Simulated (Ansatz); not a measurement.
Mulliken charges of CH5F2NSi (`N[SiH2]C(F)F`) from r2SCAN/def2-TZVPP in Ansatz (PBE0-D4/def2-TZVP geometry).

```
atom   x (Å)   y (Å)   z (Å)  charge (e)
  N1  -0.195   0.563   1.541      -0.471
 Si2  -0.604   0.372  -0.106       0.420
  C3   0.777  -0.643  -0.965       0.275
  F4   0.896  -1.861  -0.343      -0.221
  F5   0.455  -0.886  -2.271      -0.214
  H6  -0.184  -0.210   2.185       0.167
  H7  -0.315   1.444   2.010       0.168
  H8  -1.862  -0.374  -0.380      -0.085
  H9  -0.655   1.724  -0.716      -0.074
 H10   1.771  -0.180  -0.952       0.034
```

Task: By hand: the dipole of these point charges (1 e Å = 4.8032 D).

Result: Σ q r = (-0.060, 0.421, 0.282) e Å, of length 0.510 e Å = 2.45 D.

Task: How does the dipole of the full density compare? (An estimate is asked.)

Result: Computed: (-0.032, 0.381, 0.471) e Å, 2.91 D; the point charges give 0.84 times that, at 18° from its direction.

Point charges leave out the atoms' own dipoles, such as those of lone pairs, and Mulliken's split depends on the basis, so the two needn't agree.
